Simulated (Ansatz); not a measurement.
A run on H₈InNSi₂ (`N[SiH]([SiH3])[InH2]`) with other settings.

```yaml
crystal:
  periodic: [false, false, false]
  atoms:
    - {symbol: N, position_ang: [-2.025349, -0.052752, -0.222953]}
    - {symbol: Si, position_ang: [-0.328372, -0.256719, -0.542777]}
    - {symbol: Si, position_ang: [0.630192, -1.392272, 1.268010]}
    - {symbol: In, position_ang: [1.098086, 1.852570, -1.032513]}
    - {symbol: H, position_ang: [-2.625633, 0.200465, -0.993331]}
    - {symbol: H, position_ang: [-2.296145, 0.461278, 0.601666]}
    - {symbol: H, position_ang: [-0.232669, -1.148627, -1.737248]}
    - {symbol: H, position_ang: [0.470141, -0.581599, 2.509727]}
    - {symbol: H, position_ang: [0.018693, -2.728068, 1.506597]}
    - {symbol: H, position_ang: [2.089900, -1.561706, 1.024778]}
    - {symbol: H, position_ang: [2.751336, 1.755356, -1.548599]}
    - {symbol: H, position_ang: [0.449830, 3.452074, -0.833359]}
basis:
  gaussian: {orbitals: def2-TZVPD}
total_charge: 1
magnetization: {spin_polarized: true, initial_magnetization: 1}
hamiltonian: {xc: {name: B3LYP5}, pseudopotentials: {relativity: none}}
scf: {lower_state_search: light}
```

```sh
$ ansatz run in.yaml --threads 4 --pin off --events-out ev --progress --plain --max-ram 10444MiB
```

It prints (some lines left out):

```
Functional definition: B3LYP5
1671 factors; their error is unknown
mean field evaluation 1: about -22522.0124 eV, gradient 6.2e1 eV
mean field evaluation 2: about -22388.7263 eV, gradient 1.2e2 eV
mean field evaluation 4: about -22537.4646 eV, gradient 1.6e1 eV
mean field evaluation 8: about -22539.3438 eV, gradient 4.7e-1 eV
mean field evaluation 16: about -22539.3793 eV, gradient 4.3e-3 eV
mean field -22539.37929331 eV, -828.3069112893 hartree, gradient 6.8e-5 eV, S^2 0.756851; 0 other end points of the search recorded, 0 dependent functions left out
reference -22539.37965017 eV, -828.3069244036 hartree; 32, 31 occupied and 219, 220 virtual orbitals, 1671 factors
Total energy: -22539.37965017 eV, -828.3069244036 hartree
```

Hardware: 4 threads of an Arm Neoverse V2 on a shared host. Wall time 10 s, peak host memory 1.1 GiB.
